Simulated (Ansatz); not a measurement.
Program: Ansatz. Geometries: PBE0-D4/def2-TZVP. ΔE: electronic, gas phase. CCSD(T)/CBS is the MP2 limit (def2-TZVPP, def2-QZVPP) plus CCSD(T) − MP2 in def2-TZVPP, frozen cores. This one scheme is used for every species. DFT in def2-TZVPP. Each species was taken in one conformer, which may not be the lowest.

`F[SiH](F)S` + CH₃SH → `CS[SiH](F)S` + H–F  (ligand exchange at the Si–F bond)

CCSD(T)/CBS gives +19.1 kcal/mol.

(1) Another level gave +22.1 kcal/mol. Which?
A. PBE0-D4/def2-TZVPP
B. r2SCAN-D4/def2-TZVPP
C. BHLYP/def2-TZVPP
D. B2PLYP/def2-TZVPP

Largest T1 diagnostic among the species: 0.012.

Answers

(1) D. B2PLYP 22.1, BHLYP 24.5, r2SCAN-D4 19.9, PBE0-D4 17.0 kcal/mol.

From BLYP to BHLYP (50 % exact exchange), in def2-TZVPP and without D4, ΔE moves by +1.2 kcal/mol. The D4 term adds −3.4 kcal/mol with B3LYP and −1.9 kcal/mol with PBE0; it sums over pairs of atoms, weighted by their polarisabilities, and B3LYP, whose exchange is more repulsive, gets the larger term.

B3LYP here is the variant with VWN-RPA as its local correlation; programs differ in this.
